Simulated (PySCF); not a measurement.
Fill in the blanks.

C4H4ClNO.
Numbering: `[CH3:1][c:2]1[n:3][cH:4][c:5]([Cl:6])[o:7]1` (hydrogens: H8, H9, H10 on C1; H11 on C4)

Geometry (GFN2-xTB, Å), atoms numbered from 1 in this order:
```xyz
11
C4H4ClNO angstrom
C     -1.8882    0.1455    0.0223
C     -0.4233   -0.0578    0.0151
N      0.2097   -1.1789    0.1445
C      1.5380   -0.8715    0.0744
C      1.6468    0.4730   -0.1011
Cl     2.9751    1.5137   -0.2656
O      0.4011    1.0030   -0.1408
H     -2.2092    0.5944   -0.9163
H     -2.3740   -0.8155    0.1540
H     -2.1696    0.8141    0.8342
H      2.2989   -1.6174    0.1533
```

```json
{"property": "point group of the GFN2-xTB geometry", "level": "GFN2-xTB", "value": "?"}
{"property": "rotational constants A, B, C of the GFN2-xTB geometry", "level": "GFN2-xTB", "value": "?"}
{"property": "dipole moment", "level": "PBE0/def2-SVPD", "value": "1.08 D"}
{"property": "HOMO energy", "level": "PBE0/def2-SVPD", "value": "-6.94 eV"}
{"property": "LUMO energy", "level": "PBE0/def2-SVPD", "value": "-0.34 eV"}
{"property": "lowest singlet excitation", "level": "TDDFT PBE0/def2-SVPD", "value": "5.96 eV (208 nm, f = 0.296)"}
{"property": "lowest triplet excitation (Tamm–Dancoff)", "level": "TDA PBE0/def2-SVPD", "value": "3.94 eV"}
{"property": "static isotropic polarisability", "level": "PBE0/def2-SVPD", "value": "69.5 au"}
{"property": "electronic spatial extent ⟨r²⟩ about the centre of nuclear charge", "level": "PBE0/def2-SVPD", "value": "941 bohr²"}
{"property": "13C chemical shifts (computed TMS as zero) by class", "level": "GIAO PBE0/pcSseg-1", "value": "164.6 (C2), 147.0 (C5), 130.9 (C4), 16.9 (C1) ppm"}
{"property": "1H chemical shifts (computed TMS as zero) by class", "level": "GIAO PBE0/pcSseg-1", "value": "?"}
{"property": "isotropic shieldings of nuclei other than C and H, by class", "level": "GIAO PBE0/pcSseg-1", "value": "-33 (N3), 2 (O7), 769 (Cl6) ppm"}
```

Gas-phase values; electronic properties from PySCF, density fitting. Isolated species at its GFN2-xTB geometry, gas phase. NMR classes are plain means over equivalent atoms (diastereotopic ones count apart unless rotation or inversion swaps them), as if these changed places fast; in this geometry the members of some classes differ.

**Question.** What are the rotational constants A, B, C of the GFN2-xTB geometry?

**Answer.** 6.619, 1.406, 1.168 GHz.

**Question.** Give the point group of the GFN2-xTB geometry.

**Answer.** Cs.

**Question.** What are the 1H chemical shifts (computed TMS as zero) by class?

**Answer.** 6.98 (H11), 2.55 (H8/H9/H10) ppm.

In wavenumbers S1 is 48100 cm⁻¹ (1 eV = 8065.54 cm⁻¹). The largest Löwdin shares of the LUMO are 0.20 on C2, 0.20 on C5, 0.17 on O7 and 0.12 on N3.
